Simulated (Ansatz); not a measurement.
Start from `C[O][Sn]([SH])([Cl])[Cl]` and change one atom or group to get `C[O][SnH]([Cl])[Cl]`.

Ansatz, PBE0-D4/def2-TZVP geometries, multiplicity 1. Each molecule was computed in one conformer, which needn't be the lowest.

Elements past krypton have def2 core potentials.

```json
{"property": "LUMO energy (ωB97M-V/def2-TZVPP) / eV", "`C[O][Sn]([SH])([Cl])[Cl]`": "-0.39"}
{"property": "HOMO energy (PBE0/def2-TZVPP) / eV", "`C[O][Sn]([SH])([Cl])[Cl]`": "-8.27"}
{"property": "size of the dipole moment (B3LYP/def2-TZVPP) / D", "`C[O][Sn]([SH])([Cl])[Cl]`": "1.59"}
{"property": "HOMO energy (PBE/def2-TZVPP) / eV", "`C[O][Sn]([SH])([Cl])[Cl]`": "-6.86"}
{"property": "HOMO–LUMO gap (PBE/def2-TZVPP) / eV", "`C[O][Sn]([SH])([Cl])[Cl]`": "3.55"}
{"property": "size of the dipole moment (ωB97M-V/def2-TZVPP) / D", "`C[O][Sn]([SH])([Cl])[Cl]`": "1.52"}
```

Question: Give the same properties after the change, and the shifts. (Best estimate.)

Answer: The calculation gave: 
| property | `C[O][SnH]([Cl])[Cl]` | shift |
| --- | --- | --- |
| LUMO energy (ωB97M-V/def2-TZVPP) / eV | 0.28 | 0.67 |
| HOMO energy (PBE0/def2-TZVPP) / eV | -8.39 | -0.12 |
| size of the dipole moment (B3LYP/def2-TZVPP) / D | 1.18 | -0.41 |
| HOMO energy (PBE/def2-TZVPP) / eV | -6.81 | 0.05 |
| HOMO–LUMO gap (PBE/def2-TZVPP) / eV | 4.12 | 0.57 |
| size of the dipole moment (ωB97M-V/def2-TZVPP) / D | 1.17 | -0.35 |

With PBE0 the HOMO falls by 0.12 eV and the LUMO rises by 0.66 eV, so the gap widens by about 0.78 eV. PBE moves the HOMO by 0.05 eV and ωB97M-V by -0.29 eV. Dipoles are sizes alone; their direction can turn.

B3LYP here is the variant with VWN-RPA as its local correlation; programs differ in this.
